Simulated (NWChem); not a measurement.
C2H4BFO; SMILES C=CB(O)F

```xyz
9

B      0.0148    -0.5395    -0.0296
F      0.8158    -1.6014     0.0138
C      0.6585     0.8864    -0.0890
C     -0.0231     2.0277     0.0684
H      1.7419     0.9533    -0.2466
H      0.4557     3.0120     0.0380
H     -1.1061     2.0424     0.2482
O     -1.3107    -0.7931    -0.0174
H     -1.8492     0.0002    -0.0860
```
Atoms are numbered in this order, from 1.

STO-3G and 3-21G are far too small for this property and stand as cheap habits. Geometry: optimised at PBE0/def2-SVP.

Question: Give the principal values of the shielding tensors (ppm) of B1, F2, C3, C4, O8 from Hartree-Fock/STO-3G, GIAO (NWChem), with their diamagnetic and paramagnetic parts as GIAO splits them.

Answer: 
| atom | σ11 | σ22 | σ33 | isotropic | diamagnetic | paramagnetic |
|---|---|---|---|---|---|---|
| B1 | 94.8 | 106.7 | 130.2 | 110.6 | 201.8 | -91.2 |
| F2 | 270.2 | 323.7 | 613.5 | 402.5 | 454.8 | -52.3 |
| C3 | 1.5 | 127.7 | 238.6 | 122.6 | 253.0 | -130.4 |
| C4 | -7.4 | 140.1 | 224.0 | 118.9 | 253.9 | -134.9 |
| O8 | 206.9 | 329.6 | 430.3 | 322.2 | 378.0 | -55.8 |
